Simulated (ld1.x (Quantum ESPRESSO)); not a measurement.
# What one change does to a pseudopotential (terbium, TM)

terbium, norm-conserving Troullier–Martins (Kleinman–Bylander form), made with ld1.x (Quantum ESPRESSO) 7.5 (LDA (PZ), scalar-relativistic). Core [Xe] 4f8, reference 5d1 6s1 6p1. Waves: 6p (bound): rc 3.35 bohr; 5d (bound): rc 2.25 bohr; 6s (bound): rc 2.40 bohr. Local part: the s channel. Core correction: a·sin(br)/r model core inside 2.05 bohr.

Change: wave 6p (bound): rc 3.35 bohr becomes 6p (bound): rc 2.56 bohr.

Cutoffs: the cutoffs (Ry, on a coarse ladder) from which the occupation-weighted sum of valence levels, in a spherical-Bessel basis at the reference potential, stays within 10 and 1 mRy of its value at 400 Ry; they do not see the model core or the augmentation charge, which bear on the density cutoff. Errors are all-electron minus pseudo energies relative to the spin-unpolarised reference configuration. Spin-polarised tests are left out, since the open f shell is frozen unpolarised in the core.

Q: What does the change do?

A: The potential gets harder (15 Ry and 25 Ry → 35 Ry and 45 Ry); a bound ghost appears in p, which as a rule spoils a file; of the 7 tests that both files solve, the error grows in 1 and shrinks in 5 by more than 15 % and 0.3 meV (median size 22.3 → 11.7 meV). A smaller radius makes the pseudo-wave follow the all-electron one further in, where it bends more sharply, so more plane waves are needed.

```tsv
quantity	base	changed
cutoff, loose	15 Ry	35 Ry
cutoff, tight	25 Ry	45 Ry
loose cutoff by channel (10 mRy a level)	p 6 Ry, d 15 Ry, s 10 Ry	p 35 Ry, d 15 Ry, s 10 Ry
bound ghosts	none	p
error for 5d1 6s2 6p0, meV [ΔE -3.03 eV]	-2.7	-1.2
error for 5d1 6s1 6p0, meV [ΔE 3.92 eV]	-2.7	-1.7
error for 5d1 6s0 6p0, meV [ΔE 16.46 eV]	-35	-43
error for 5d2 6s1 6p0, meV [ΔE -1.09 eV]	-55	-36
error for 5d2 6s0 6p0, meV [ΔE 5.25 eV]	-66	-42
error for 5d1.5 6s1.5 6p0, meV [ΔE -2.11 eV]	-22	-12
error for 5d1 6s0 6p1, meV [ΔE 7.70 eV]	-8.3	-8.3
```

 A true bound ghost makes a file unfit for plane-wave use even where its test errors are small: the radial tests pick states by their node count and pass the ghost by.
